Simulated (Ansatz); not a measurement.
A run of Ansatz (development build ahead of 0.2.0) on doublet ScO at this shape:

```
atom    x (Å)    y (Å)    z (Å)
  Sc  -0.0501   0.1772  -0.4824
   O  -0.0904  -0.1358   1.1797
```

Its results:

```
Converged                       : yes
Reference energy                : -834.64074 hartree
Correlation energy              : -0.43853 hartree
Total energy                    : -835.07927 hartree
Spin squared of the determinant : 0.757
```

Which input gives this output? Name the method, the orbitals and the basis set, and write the input.

UHF-MP2 in cc-pVDZ.

```yaml
crystal:
  periodic: [false, false, false]
  atoms:
    - { symbol: Sc, position_ang: [-0.05009, 0.17724, -0.48238] }
    - { symbol: O, position_ang: [-0.09042, -0.13575, 1.17968] }
basis:
  gaussian: { orbitals: cc-pVDZ }
magnetization:
  spin_polarized: true
  initial_magnetization: 1
hamiltonian:
  xc: hf
correlation:
  method: mp2
  frozen_orbitals: { O: 1, Sc: 5 }
```
